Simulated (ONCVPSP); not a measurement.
# An all-electron radial function and its pseudo partner (osmium (Os))

Columns: radius, all-electron u(r) and pseudo u(r) of the 5d shell (level -6.70 eV) of osmium in the configuration [Kr] 4d10 4f14 5s2 5p6 5d6 6s1.75 6p0.25; PBE, scalar-relativistic, ONCV scheme, ONCVPSP 4.0.1.

```
r (bohr)  all-electron  pseudo
   0.118        0.2427  0.0022
   0.235       -0.1189  0.0171
   0.353       -0.3661  0.0548
   0.470       -0.2765  0.1197
   0.588       -0.0305  0.2122
   0.705        0.2301  0.3247
   0.822        0.4485  0.4474
   0.940        0.6107  0.5692
   1.058        0.7174  0.6765
   1.175        0.7779  0.7588
   1.292        0.8040  0.8116
   1.410        0.8051  0.8341
   1.528        0.7886  0.8288
   1.645        0.7609  0.8020
   1.763        0.7259  0.7602
   1.880        0.6872  0.7110
   1.998        0.6463  0.6593
   2.115        0.6054  0.6104
   2.232        0.5651  0.5660
   2.350        0.5258  0.5258
   2.468        0.4881  0.4881
   2.585        0.4526  0.4526
   2.702        0.4191  0.4191
   2.820        0.3874  0.3874
   2.938        0.3577  0.3577
   3.055        0.3302  0.3302
```

(1) How many radial nodes do the two functions have?

(2) At about which radius was the pseudo-wave matched?

(3) Is the pseudo-wave norm-conserving?

Results:

(1) The all-electron 5d function has n − l − 1 = 2; the pseudo-wave has 0, since the states of the same l below it are removed with the core.

(2) 2.35 bohr, where the columns begin to agree (steps of 0.12 bohr).

(3) Yes: the ONCV scheme keeps the norm inside the radius equal to the all-electron one, which fixes the energy derivative of the logarithmic derivative at the level.
